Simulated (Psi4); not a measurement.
C₅H₁₂Se (SMILES C[Se]C(C)(C)C), singlet, geometry from GFN2-xTB; PBE/def2-SVPD in Psi4.

Input for Psi4:
```
memory 2 GB

molecule mol {
0 1
Se    0.718504    0.390381    0.639318
C     0.512117    2.115332   -0.253530
H     0.827399    2.037773   -1.290673
H     1.159174    2.810510    0.274986
H    -0.519396    2.449800   -0.182436
C    -0.612807   -0.754422   -0.382045
C    -2.017240   -0.226439   -0.138412
C    -0.262673   -0.737895   -1.860822
C    -0.452289   -2.153785    0.197819
H    -2.744607   -0.876033   -0.624140
H    -2.137800    0.775990   -0.544771
H    -2.236756   -0.199677    0.927168
H    -0.397847    0.254370   -2.286782
H     0.769309   -1.047909   -2.014344
H    -0.912271   -1.426850   -2.399665
H     0.563160   -2.516598    0.045105
H    -0.657985   -2.149982    1.267508
H    -1.144182   -2.841100   -0.286832
}

set {
  basis def2-svpd
  reference rks
}

energy('pbe')
print_variables()
```

The log (banner, timings and long lists left out):

```
   => Loading Basis Set <=

    Name: DEF2-SVPD
    Role: ORBITAL
    Keyword: BASIS

         ---------------------------------------------------------
                                   SCF
               by Justin Turney, Rob Parrish, Andy Simmonett
                          and Daniel G. A. Smith
                              RKS Reference
         ---------------------------------------------------------

  ==> Geometry <==

    Molecular point group: c1
    Full point group: C1

    Geometry (in Angstrom), charge = 0, multiplicity = 1:

       Center              X                  Y                   Z               Mass
    ------------   -----------------  -----------------  -----------------  -----------------
         SE           0.613671184855     0.341961177507     0.542761194625    79.916521800000
         C            0.407284184855     2.066912177507    -0.350086805375    12.000000000000
         H            0.722566184855     1.989353177507    -1.387229805375     1.007825032230
         H            1.054341184855     2.762090177507     0.178429194625     1.007825032230
         H           -0.624228815145     2.401380177507    -0.278992805375     1.007825032230
         C           -0.717639815145    -0.802841822493    -0.478601805375    12.000000000000
         C           -2.122072815145    -0.274858822493    -0.234968805375    12.000000000000
         C           -0.367505815145    -0.786314822493    -1.957378805375    12.000000000000
         C           -0.557121815145    -2.202204822493     0.101262194625    12.000000000000
         H           -2.849439815145    -0.924452822493    -0.720696805375     1.007825032230
         H           -2.242632815145     0.727570177507    -0.641327805375     1.007825032230
         H           -2.341588815145    -0.248096822493     0.830611194625     1.007825032230
         H           -0.502679815145     0.205950177507    -2.383338805375     1.007825032230
         H            0.664476184855    -1.096328822493    -2.110900805375     1.007825032230
         H           -1.017103815145    -1.475269822493    -2.496221805375     1.007825032230
         H            0.458327184855    -2.565017822493    -0.051451805375     1.007825032230
         H           -0.762817815145    -2.198401822493     1.170951194625     1.007825032230
         H           -1.249014815145    -2.889519822493    -0.383388805375     1.007825032230

  Running in c1 symmetry.

  Rotational constants: A =      0.10848  B =      0.05666  C =      0.04972 [cm^-1]
  Rotational constants: A =   3252.26783  B =   1698.58527  C =   1490.51937 [MHz]
  Nuclear repulsion =  469.781658103276072

  Charge       = 0
  Multiplicity = 1
  Electrons    = 76
  Nalpha       = 38
  Nbeta        = 38

  ==> Algorithm <==

  SCF Algorithm Type is DF.
  DIIS enabled.
  MOM disabled.
  Fractional occupation disabled.
  Guess Type is SAD.
  Energy threshold   = 1.00e-06
  Density threshold  = 1.00e-06
  Integral threshold = 1.00e-12

  ==> Primary Basis <==

  Basis Set: DEF2-SVPD
    Blend: DEF2-SVPD
    Number of shells: 103
    Number of basis functions: 237
    Number of Cartesian functions: 251
    Spherical Harmonics?: true
    Max angular momentum: 2

  ==> DFT Potential <==

   => LibXC <=

    Version 7.1.2
    S. Lehtola, C. Steigemann, M. J. T. Oliveira, and M. A. L. Marques,  SoftwareX 7, 1–5 (2018) (10.1016/j.softx.2017.11.002)

   => Composite Functional: PBE <=

    PBE GGA Exchange-Correlation Functional

    J.P. Perdew et. al., Phys. Rev. Lett., 77(18), 3865-3868, 1996

    Deriv               =              1
    GGA                 =           TRUE
    Meta                =          FALSE

    Exchange Hybrid     =          FALSE
    MP2 Hybrid          =          FALSE

   => Exchange Functionals <=

    1.0000     XC_GGA_X_PBE

   => Correlation Functionals <=

    1.0000     XC_GGA_C_PBE

   => LibXC Density Thresholds  <==

    XC_GGA_C_PBE:  1.00E-12
    XC_GGA_X_PBE:  1.00E-15

   => Molecular Quadrature <=

    Radial Scheme          =       TREUTLER
    Pruning Scheme         =           NONE
    Nuclear Scheme         =       TREUTLER

    Blocking Scheme        =         OCTREE
    BS radius alpha        =              1
    Pruning alpha          =              1
    Radial Points          =             75
    Spherical Points       =            302
    Total Points           =         380935
    Total Blocks           =           2828
    Max Points             =            256
    Max Functions          =            233
    Weights Tolerance      =       1.00E-15

   => Loading Basis Set <=

    Name: (DEF2-SVPD AUX)
    Role: JKFIT
    Keyword: DF_BASIS_SCF

  ==> Integral Setup <==

  SCF_SUBTYPE=INCORE selected. In-core MEM_DF algorithm will be used.
  Using in-core AOs.

  ==> MemDFJK: Density-Fitted J/K Matrices <==

    J tasked:                   Yes
    K tasked:                    No
    wK tasked:                   No
    Algorithm:                 Core
    Schwarz Cutoff:           1E-12
    Mask sparsity (%):       1.4278
    Fitting Condition:        1E-10

   => Auxiliary Basis Set <=

  Basis Set: (DEF2-SVPD AUX)
    Blend: DEF2-UNIVERSAL-JKFIT
    Number of shells: 257
    Number of basis functions: 857
    Number of Cartesian functions: 1056
    Spherical Harmonics?: true
    Max angular momentum: 5

  Minimum eigenvalue in the overlap matrix is 3.4473923482E-05.
  Reciprocal condition number of the overlap matrix is 2.6351000467E-06.
    Using symmetric orthogonalization.

  ==> Pre-Iterations <==

  SCF Guess: Superposition of Atomic Densities via on-the-fly atomic UHF (no occupation information).

   -------------------------
    Irrep   Nso     Nmo
   -------------------------
     A        237     237
   -------------------------
    Total     237     237
   -------------------------

  ==> Iterations <==

                           Total Energy        Delta E     RMS |[F,P]|

   @DF-RKS iter SAD: -2595.25213457835844   -2.59525e+03   0.00000e+00
   @DF-RKS iter   1: -2596.82946624945998   -1.57733e+00   9.71965e-03 ADIIS/DIIS
   @DF-RKS iter   2: -2594.82962721405693    1.99984e+00   1.33729e-02 ADIIS/DIIS
   @DF-RKS iter   3: -2598.06653246088217   -3.23691e+00   2.49933e-03 ADIIS/DIIS
   @DF-RKS iter   4: -2598.19550980894519   -1.28977e-01   1.21274e-03 ADIIS/DIIS
   @DF-RKS iter   5: -2598.23322905208079   -3.77192e-02   4.71165e-04 ADIIS/DIIS
   @DF-RKS iter   6: -2598.24076700113164   -7.53795e-03   8.28791e-05 DIIS
   @DF-RKS iter   7: -2598.24093031607981   -1.63315e-04   4.26645e-05 DIIS
   @DF-RKS iter   8: -2598.24098368194882   -5.33659e-05   1.10812e-05 DIIS
   @DF-RKS iter   9: -2598.24098750157282   -3.81962e-06   2.19155e-06 DIIS
   @DF-RKS iter  10: -2598.24098762448693   -1.22914e-07   5.69814e-07 DIIS
  Energy and wave function converged.

  ==> Post-Iterations <==

   Electrons on quadrature grid:
      Ntotal   =   76.0000179456 ; deviation = 1.795e-05

    Orbital Energies [Eh]
    ---------------------

    Doubly Occupied:

[...]
    Virtual:

[...]
     237A      3.631512

    Final Occupation by Irrep:
              A
    DOCC [    38 ]
    NA   [    38 ]
    NB   [    38 ]

  @DF-RKS Final Energy: -2598.24098762448693

   => Energetics <=

    Nuclear Repulsion Energy =            469.7816581032760723
    One-Electron Energy =               -4542.4319776236043253
    Two-Electron Energy =                1592.4803095337606464
    DFT Exchange-Correlation Energy =    -118.0709776379192277
    Empirical Dispersion Energy =           0.0000000000000000
    VV10 Nonlocal Energy =                  0.0000000000000000
    Total Energy =                      -2598.2409876244869338

Computation Completed

Properties will be evaluated at   0.000000,   0.000000,   0.000000 [a0]

Properties computed using the SCF density matrix

 Multipole Moments:

 ------------------------------------------------------------------------------------
     Multipole            Electronic (a.u.)      Nuclear  (a.u.)        Total (a.u.)
 ------------------------------------------------------------------------------------

 L = 1.  Multiply by 2.5417464519 to convert [e a0] to [Debye]
 Dipole X            :         14.6354722          -15.0560375           -0.4205653
 Dipole Y            :          6.9993615           -6.9540268            0.0453346
 Dipole Z            :         13.3836592          -13.8674173           -0.4837581
 Magnitude           :                                                    0.6426136

 ------------------------------------------------------------------------------------

  Variable Map:
  ----------------------------------------------------------------------------
[...]
  Array Variable Map:
  ----------------------------------------------------------------------------
[...]
[...]
```
